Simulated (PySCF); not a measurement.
F²⁺: ionisation energy

F²⁺ [He] 2s2 2p3 (4S) → F³⁺ [He] 2s2 2p2 (3P), as a difference of total energies. All numbers are calculated (PySCF 2.14, the spin-free X2C one-electron Hamiltonian (Gaussian nucleus), in x2c-TZVPPall (5s3p2d1f, 31 functions)). Correlated levels: valence and next inner shell: nothing frozen. The calculations carry no spin-orbit coupling.

```
                                method  ionisation energy (eV)
                                   UHF                  62.248
    MP2 (valence and next inner shell)                  62.832
SCS-MP2 (valence and next inner shell)                  62.574
   CCSD (valence and next inner shell)                  62.616
CCSD(T) (valence and next inner shell)                  62.616
  CCSDT (valence and next inner shell)                  62.614
```

How much does correlation contribute at CCSD(T) (valence and next inner shell)?

62.616 − (62.248) = 0.368 eV, measured against UHF.

A first-order spin-orbit estimate (lowest level to lowest level, LS coupling) adds -0.055 eV.

Errors of the correlated levels include the incompleteness of this basis.

For comparison: 62.708 eV (semi-empirical (NIST evaluation); NIST Atomic Spectra Database, ionization energies).
